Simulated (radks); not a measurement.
Task: Species: S. Configuration: [Ne] 3s2 3p4 (the NIST ground configuration). Calculated with a radial shooting solver on a logarithmic mesh with Libxc functionals: non-relativistic Kohn-Sham, TPSS, spin-polarised, spherical densities, point nucleus; open shells are filled with parallel spins first; meta-GGA in the generalised Kohn-Sham scheme. Some entries of the table are withheld. Estimate them.

orbital,occ.,eigenvalue (eV),<r> (bohr),r(max) (bohr)
1s up,1,-2405.789,0.09720,0.06372
1s down,1,-2405.507,0.09719,0.06372
2s up,1,-212.0883,0.4800,0.3890
2s down,1,-211.8519,0.4799,0.3891
2p up,3,-157.0798,0.4431,0.3257
2p down,3,-156.7219,0.4429,0.3260
3s up,1,(1),1.697,(2)
3s down,1,(3),1.713,(4)
3p up,3,-7.8506,2.034,1.586
3p down,1,-5.9384,2.121,1.615

Result: 
(1) 3s up eigenvalue (eV): -18.3151
(2) 3s up r(max) (bohr): 1.415
(3) 3s down eigenvalue (eV): -16.1612
(4) 3s down r(max) (bohr): 1.413
